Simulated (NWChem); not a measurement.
Everything below was run with NWChem. System: C₄H₅FSi, charge 0, spin multiplicity 1, at a geometry optimised with PBE/def2-SVP. The structure started from a generated list of species. Level: RHF/def2-SVP.

Job file:

```
start mol
memory heap 200 mb stack 800 mb global 1000 mb
geometry units angstroms nocenter noautoz noautosym
  F     -3.608831     0.609454    -0.077788
  C     -2.329903     0.445489     0.265572
  C     -1.385520     0.131810    -0.652033
  C     -0.020652    -0.049531    -0.324130
  C      1.177625    -0.213865    -0.066579
  Si     2.951684    -0.456810     0.317796
  H     -2.141439     0.590113     1.342585
  H     -1.702882     0.013579    -1.703547
  H      3.564609     0.835297     0.783268
  H      3.109613    -1.485101     1.403736
  H      3.676701    -0.927053    -0.912077
end
basis spherical
  * library def2-svp
end
scf
  rhf
  nopen 0
  maxiter 100
  thresh 1e-7
  semidirect memsize 60000000 filesize 0
end
task scf energy
```

NWChem printed:

```
             Northwest Computational Chemistry Package (NWChem) 7.3.0
             --------------------------------------------------------

                                NWChem Input Module
                                -------------------

 Scaling coordinates for geometry "geometry" by  1.889725989
 (inverse scale =  0.529177249)

                             Geometry "geometry" -> ""
                             -------------------------

 Output coordinates in angstroms (scale by  1.889725989 to convert to a.u.)

  No.       Tag          Charge          X              Y              Z
 ---- ---------------- ---------- -------------- -------------- --------------
    1 F                    9.0000    -3.60883100     0.60945400    -0.07778800
    2 C                    6.0000    -2.32990300     0.44548900     0.26557200
    3 C                    6.0000    -1.38552000     0.13181000    -0.65203300
    4 C                    6.0000    -0.02065200    -0.04953100    -0.32413000
    5 C                    6.0000     1.17762500    -0.21386500    -0.06657900
    6 Si                  14.0000     2.95168400    -0.45681000     0.31779600
    7 H                    1.0000    -2.14143900     0.59011300     1.34258500
    8 H                    1.0000    -1.70288200     0.01357900    -1.70354700
    9 H                    1.0000     3.56460900     0.83529700     0.78326800
   10 H                    1.0000     3.10961300    -1.48510100     1.40373600
   11 H                    1.0000     3.67670100    -0.92705300    -0.91207700

 Effective nuclear repulsion energy (a.u.)     225.1770099505

            Nuclear Dipole moment (a.u.)
            ----------------------------
        X                 Y               Z
 ---------------- ---------------- ----------------
    -0.0000018897    -0.0000018897    -0.0000056692


 Summary of "ao basis" -> "" (spherical)
 ------------------------------------------------------------------------------
       Tag                 Description            Shells   Functions and Types
 ---------------- ------------------------------  ------  ---------------------
 *                          def2-svp                  on all atoms

 Summary of "ao basis" -> "ao basis" (spherical)
 ------------------------------------------------------------------------------
       Tag                 Description            Shells   Functions and Types
 ---------------- ------------------------------  ------  ---------------------
 F                          def2-svp                 6       14   3s2p1d
 C                          def2-svp                 6       14   3s2p1d
 Si                         def2-svp                 8       18   4s3p1d
 H                          def2-svp                 3        5   2s1p

                                 NWChem SCF Module
                                 -----------------

  ao basis        = "ao basis"
  functions       =   113
  atoms           =    11
  closed shells   =    26
  open shells     =     0
  charge          =   0.00
  wavefunction    = RHF
  use symmetry    = F
  symmetry adapt  = F

 Summary of "ao basis" -> "ao basis" (spherical)
 ------------------------------------------------------------------------------
       Tag                 Description            Shells   Functions and Types
 ---------------- ------------------------------  ------  ---------------------
 F                          def2-svp                 6       14   3s2p1d
 C                          def2-svp                 6       14   3s2p1d
 Si                         def2-svp                 8       18   4s3p1d
 H                          def2-svp                 3        5   2s1p

 Forming initial guess at       0.1s

      Superposition of Atomic Density Guess
      -------------------------------------

 Sum of atomic energies:        -541.02669287

      Non-variational initial energy
      ------------------------------

 Total energy =    -543.763190
 1-e energy   =   -1190.850424
 2-e energy   =     421.910224
 HOMO         =      -0.259654
 LUMO         =      -0.020099

 Starting SCF solution at       1.6s

 ----------------------------------------------
         Quadratically convergent ROHF

 Convergence threshold     :          1.000E-07
 Maximum no. of iterations :          100
 Final Fock-matrix accuracy:          1.000E-09
 ----------------------------------------------

              iter       energy          gnorm     gmax       time
             ----- ------------------- --------- --------- --------
                 1     -542.2865707699  1.06D+00  1.80D-01      1.7
                 2     -542.3667349161  3.96D-01  6.37D-02      2.0
                 3     -542.3816971548  3.32D-02  1.21D-02      2.5
                 4     -542.3818290424  5.05D-04  1.24D-04      3.3
                 5     -542.3818290881  8.20D-08  2.29D-08      4.7

       Final RHF  results
       ------------------

         Total SCF energy =   -542.381829088104
      One-electron energy =  -1193.669341952059
      Two-electron energy =    426.110502913425
 Nuclear repulsion energy =    225.177009950530

        Time for solution =      3.1s

             Final eigenvalues
             -----------------

              1
    1  -68.7797
    2  -26.3223
    3  -11.3664
    4  -11.2810
    5  -11.2682
    6  -11.2342
    7   -6.1475
    8   -4.2584
    9   -4.2579
   10   -4.2579
   11   -1.6253
   12   -1.0966
   13   -0.9969
   14   -0.8695
   15   -0.7798
   16   -0.7514
   17   -0.7231
   18   -0.7116
   19   -0.6496
   20   -0.5837
   21   -0.5581
   22   -0.5006
   23   -0.4953
   24   -0.4659
   25   -0.3970
   26   -0.3464
   27    0.0856
   28    0.1275
   29    0.1715
   30    0.1916
   31    0.2018
   32    0.2176
   33    0.2468
   34    0.2594
   35    0.2949
   36    0.3122

                       ROHF Final Molecular Orbital Analysis
                       -------------------------------------

 Vector   24  Occ=2.000000D+00  E=-4.659403D-01
              MO Center=  2.9D-01, -6.5D-04,  2.5D-02, r^2= 6.3D+00
   Bfn.  Coefficient  Atom+Function         Bfn.  Coefficient  Atom+Function
  ----- ------------  ---------------      ----- ------------  ---------------
    33      0.285214   3 C  py               47      0.254589   4 C  py
    36      0.193404   3 C  py               19      0.189991   2 C  py
    99     -0.188497   9 H  s               104      0.168368  10 H  s
    61      0.160492   5 C  py

 Vector   25  Occ=2.000000D+00  E=-3.969514D-01
              MO Center=  7.5D-01, -1.8D-01, -2.2D-01, r^2= 2.6D+00
   Bfn.  Coefficient  Atom+Function         Bfn.  Coefficient  Atom+Function
  ----- ------------  ---------------      ----- ------------  ---------------
    48      0.369498   4 C  pz               62      0.361289   5 C  pz
    65      0.254127   5 C  pz               51      0.251710   4 C  pz

 Vector   26  Occ=2.000000D+00  E=-3.463668D-01
              MO Center= -4.5D-01,  6.8D-02, -1.0D-01, r^2= 4.2D+00
   Bfn.  Coefficient  Atom+Function         Bfn.  Coefficient  Atom+Function
  ----- ------------  ---------------      ----- ------------  ---------------
    61     -0.317756   5 C  py               19      0.292354   2 C  py
    33      0.257390   3 C  py               64     -0.248262   5 C  py
    36      0.235666   3 C  py               47     -0.231705   4 C  py
    22      0.204574   2 C  py               50     -0.178076   4 C  py
     5      0.151535   1 F  py

 Vector   27  Occ=0.000000D+00  E= 8.556387D-02
              MO Center= -4.5D-01,  7.6D-02, -1.6D-02, r^2= 5.6D+00
   Bfn.  Coefficient  Atom+Function         Bfn.  Coefficient  Atom+Function
  ----- ------------  ---------------      ----- ------------  ---------------
    22      0.508266   2 C  py               82      0.394868   6 Si py
    19      0.351892   2 C  py              100     -0.346857   9 H  s
    36     -0.337515   3 C  py               64      0.327198   5 C  py
   105      0.308359  10 H  s                50     -0.285009   4 C  py
    61      0.219136   5 C  py               47     -0.214626   4 C  py

 Vector   28  Occ=0.000000D+00  E= 1.275232D-01
              MO Center=  1.2D+00, -2.2D-01, -7.2D-02, r^2= 5.3D+00
   Bfn.  Coefficient  Atom+Function         Bfn.  Coefficient  Atom+Function
  ----- ------------  ---------------      ----- ------------  ---------------
    83      0.812642   6 Si pz              110      0.734612  11 H  s
    95     -0.490512   8 H  s               105     -0.431188  10 H  s
    51     -0.404887   4 C  pz               31      0.358387   3 C  s
    65      0.350081   5 C  pz              100     -0.304622   9 H  s
    48     -0.298786   4 C  pz               17      0.296583   2 C  s

 Vector   29  Occ=0.000000D+00  E= 1.714792D-01
              MO Center=  3.2D+00, -4.9D-01,  4.1D-01, r^2= 4.1D+00
   Bfn.  Coefficient  Atom+Function         Bfn.  Coefficient  Atom+Function
  ----- ------------  ---------------      ----- ------------  ---------------
    81      1.737728   6 Si px               63      1.150588   5 C  px
    49      0.603813   4 C  px               45      0.566550   4 C  s
   110     -0.502487  11 H  s                59      0.473457   5 C  s
   105     -0.444036  10 H  s               100     -0.434766   9 H  s
    74     -0.415358   6 Si s                31      0.412116   3 C  s

 center of mass
 --------------
 x =  -0.19134191 y =   0.02993962 z =  -0.01873986

 moments of inertia (a.u.)
 ------------------
         137.692709509998         369.212976101011        -135.310974901093
         369.212976101011        2346.441595232206          14.315834669366
        -135.310974901093          14.315834669366        2352.885737499008

  Mulliken analysis of the total density
  --------------------------------------

    Atom       Charge   Shell Charges
 -----------   ------   -------------------------------------------------------
    1 F    9     9.31   1.99  1.13  0.80  3.33  2.04  0.01
    2 C    6     5.65   1.99  0.89  0.19  1.87  0.63  0.09
    3 C    6     6.16   1.99  0.87  0.29  2.05  0.91  0.04
    4 C    6     5.96   1.99  0.91  0.22  1.94  0.86  0.04
    5 C    6     6.42   1.99  0.90  0.39  1.94  1.17  0.03
    6 Si  14    13.29   2.00  1.99  0.94  0.15  5.94  1.23  0.80  0.24
    7 H    1     0.92   0.74  0.15  0.03
    8 H    1     0.89   0.73  0.14  0.03
    9 H    1     1.13   0.74  0.38  0.01
   10 H    1     1.13   0.74  0.38  0.01
   11 H    1     1.13   0.74  0.38  0.01

       Multipole analysis of the density wrt the origin
       ------------------------------------------------

     L   x y z        total         open         nuclear
     -   - - -        -----         ----         -------
     0   0 0 0     -0.000000      0.000000     52.000000

     1   1 0 0      0.060061      0.000000     -0.000002
     1   0 1 0      0.023727      0.000000     -0.000002
     1   0 0 1      0.206840      0.000000     -0.000006

     2   2 0 0    -34.759385      0.000000   1196.231417
     2   1 1 0      0.030954      0.000000   -192.252079
     2   1 0 1     -0.637380      0.000000     74.157298
     2   0 2 0    -33.850477      0.000000     42.708534
     2   0 1 1      0.629061      0.000000     -6.781014
     2   0 0 2    -30.792032      0.000000     47.208988

 Task  times  cpu:        4.7s     wall:        4.7s

 Total times  cpu:        4.8s     wall:        4.8s
```
